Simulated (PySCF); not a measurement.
```xyz
3
charge 0 multiplicity 5, angstrom
Ru    0.0000    0.0000    0.0000
Cl    0.0000    0.0000    2.2555
Cl    0.0000    0.0000   -2.2555
```

All numbers come from PySCF, UPBE0, basis Ru def2-SVP with ECP28, Cl def2-SVP (scalar-relativistic core potentials, no spin–orbit coupling, density fitting).

This geometry of RuCl2 is a stationary point at this level.

Task: What is the point group?

Result: D∞h.

Task: Is it a minimum?

Result: Yes: all harmonic wavenumbers are real.

Task: Which band is strongest in the infrared?

Result: 431 cm⁻¹ (σu+), 129 km/mol.

Task: Give the ideal-gas entropy at 298.15 K and 1 bar by parts.

Result: translation 173.0, rotation 72.3, vibration 44.9, spin 13.4; total 303.6 J/(mol K).

Only a few start shapes were tried, so a lower isomer may exist. With open d or f shells other occupations or spin states may lie lower.
